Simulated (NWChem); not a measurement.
All runs are NWChem calculations. System: Pb, charge 0, spin multiplicity 3. Its SCF solution wasn't tested for a lower state. Level: UHF/def2-TZVP with def2 effective core potentials on Pb.

Input file:

```
start mol
memory heap 200 mb stack 900 mb global 1100 mb
geometry units angstroms nocenter noautoz
  Pb     0.000000     0.000000     0.000000
  symmetry group D2h
end
basis spherical
  * library def2-tzvp
end
ecp
  Pb library def2-ecp
end
scf
  uhf
  nopen 2
  maxiter 100
  thresh 1e-7
  semidirect memsize 60000000 filesize 0
  # guess.movecs holds the orbitals of an unrestricted PBE0 run
  vectors input guess.movecs output mol.movecs
end
task scf energy
```

NWChem printed:

```
             Northwest Computational Chemistry Package (NWChem) 7.3.0
             --------------------------------------------------------

                                NWChem Input Module
                                -------------------

 Scaling coordinates for geometry "geometry" by  1.889725989
 (inverse scale =  0.529177249)

                             Geometry "geometry" -> ""
                             -------------------------

 Output coordinates in angstroms (scale by  1.889725989 to convert to a.u.)

  No.       Tag          Charge          X              Y              Z
 ---- ---------------- ---------- -------------- -------------- --------------
    1 Pb                  82.0000     0.00000000     0.00000000     0.00000000

 Effective nuclear repulsion energy (a.u.)       0.0000000000

            Nuclear Dipole moment (a.u.)
            ----------------------------
        X                 Y               Z
 ---------------- ---------------- ----------------
     0.0000000000     0.0000000000     0.0000000000

      Symmetry information
      --------------------

 Group name             D2h
 Group number             26
 Group order               8
 No. of unique centers     1

      Symmetry unique atoms

     1


 Summary of "ao basis" -> "" (spherical)
 ------------------------------------------------------------------------------
       Tag                 Description            Shells   Functions and Types
 ---------------- ------------------------------  ------  ---------------------
 *                         def2-tzvp                  on all atoms

 Summary of "ao basis" -> "ao basis" (spherical)
 ------------------------------------------------------------------------------
       Tag                 Description            Shells   Functions and Types
 ---------------- ------------------------------  ------  ---------------------
 Pb                        def2-tzvp                16       50   6s5p3d2f

                                 NWChem SCF Module
                                 -----------------

  ao basis        = "ao basis"
[...]
 Vector   11  Occ=0.000000D+00  E= 1.067270D-02  Symmetry=b1u
              MO Center= -6.5D-19,  4.8D-19, -9.7D-17, r^2= 5.6D+00
   Bfn.  Coefficient  Atom+Function         Bfn.  Coefficient  Atom+Function
  ----- ------------  ---------------      ----- ------------  ---------------
    21      0.695547  1 Pb pz                12     -0.311833  1 Pb pz
    15      0.240360  1 Pb pz                18      0.238277  1 Pb pz

 Vector   12  Occ=0.000000D+00  E= 4.299188D-02  Symmetry=b3u
              MO Center= -3.4D-19, -4.2D-30, -1.4D-30, r^2= 6.4D+00
   Bfn.  Coefficient  Atom+Function         Bfn.  Coefficient  Atom+Function
  ----- ------------  ---------------      ----- ------------  ---------------
    19      0.821513  1 Pb px                10     -0.286068  1 Pb px
    13      0.247563  1 Pb px

 Vector   13  Occ=0.000000D+00  E= 4.299188D-02  Symmetry=b2u
              MO Center=  3.4D-30, -3.5D-19, -2.7D-31, r^2= 6.4D+00
   Bfn.  Coefficient  Atom+Function         Bfn.  Coefficient  Atom+Function
  ----- ------------  ---------------      ----- ------------  ---------------
    20      0.821513  1 Pb py                11     -0.286068  1 Pb py
    14      0.247563  1 Pb py

 center of mass
 --------------
 x =   0.00000000 y =   0.00000000 z =   0.00000000

 moments of inertia (a.u.)
 ------------------
           0.000000000000           0.000000000000           0.000000000000
           0.000000000000           0.000000000000           0.000000000000
           0.000000000000           0.000000000000           0.000000000000

  Mulliken analysis of the total density
  --------------------------------------

    Atom       Charge   Shell Charges
 -----------   ------   -------------------------------------------------------
    1 Pb  22    22.00   0.07 -0.59  1.78  0.76  1.09  0.89 -0.62  6.56  0.45  1.13  0.49  9.09  0.86  0.05  0.00  0.00

  Mulliken analysis of the alpha density
  --------------------------------------

    Atom       Charge   Shell Charges
 -----------   ------   -------------------------------------------------------
    1 Pb  22    12.00   0.03 -0.29  0.89  0.38  0.51  0.48 -0.32  3.29  0.41  1.13  0.49  4.51  0.46  0.03  0.00  0.00

   Mulliken analysis of the beta density
   -------------------------------------

    Atom       Charge   Shell Charges
 -----------   ------   -------------------------------------------------------
    1 Pb  22    10.00   0.03 -0.30  0.90  0.38  0.58  0.40 -0.30  3.27  0.04 -0.00  0.00  4.58  0.40  0.02  0.00  0.00

   Mulliken analysis of the spin density
   -------------------------------------

    Atom       Charge   Shell Charges
 -----------   ------   -------------------------------------------------------
    1 Pb  22     2.00  -0.00  0.00 -0.01 -0.00 -0.07  0.08 -0.02  0.03  0.37  1.13  0.49 -0.07  0.06  0.02  0.00 -0.00

       Multipole analysis of the density wrt the origin
       ------------------------------------------------

     L   x y z        total         alpha         beta         nuclear
     -   - - -        -----         -----         ----         -------
     0   0 0 0      0.000000    -12.000000    -10.000000     22.000000

     1   1 0 0      0.000000      0.000000     -0.000000      0.000000
     1   0 1 0      0.000000      0.000000     -0.000000      0.000000
     1   0 0 1      0.000000      0.000000     -0.000000      0.000000

     2   2 0 0    -23.956332    -17.316464     -6.639867      0.000000
     2   1 1 0      0.000000      0.000000     -0.000000      0.000000
     2   1 0 1     -0.000000     -0.000000     -0.000000      0.000000
     2   0 2 0    -23.956332    -17.316464     -6.639867      0.000000
     2   0 1 1     -0.000000     -0.000000      0.000000      0.000000
     2   0 0 2    -18.733021    -11.851645     -6.881376      0.000000

 Task  times  cpu:        0.2s     wall:        0.2s

 Total times  cpu:        0.3s     wall:        0.3s
```
